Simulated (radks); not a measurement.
Task: Coherent X-ray form factor from a spherical all-electron density. Method: Dirac Kohn-Sham, BLYP, spin-unpolarised, spherical densities, finite nucleus; Fermi nuclear charge, rms radius of each element as measured or else 0.836 A^(1/3) + 0.57 fm; computed with a radial shooting solver on a logarithmic mesh with Libxc functionals.

| sin(theta)/lambda (1/angstrom) | f0 (electrons) |
|---|---|
| 0.05 | 15.479 |
| 0.1 | 14.171 |
| 0.15 | 12.590 |
| 0.2 | 11.132 |
| 0.25 | 9.957 |
| 0.3 | 9.064 |
| 0.4 | 7.857 |
| 0.5 | 7.002 |
| 0.6 | 6.236 |
| 0.8 | 4.780 |
| 1 | 3.571 |
| 1.25 | 2.541 |
| 1.5 | 1.944 |
| 2 | 1.415 |

The species is in the configuration that NIST lists as its ground one. Which atom or ion scatters so?

Result: Neutral sulfur, [Ne] 3s2 3p4. Extrapolating in s^2 from the first two rows gives f0(0) = 15.9, near the electron count 16; among species with that count, the fall with angle is slower the higher Z, and the table is that of Z = 16; from so few rows the species is fixed only to a neighbour or two.
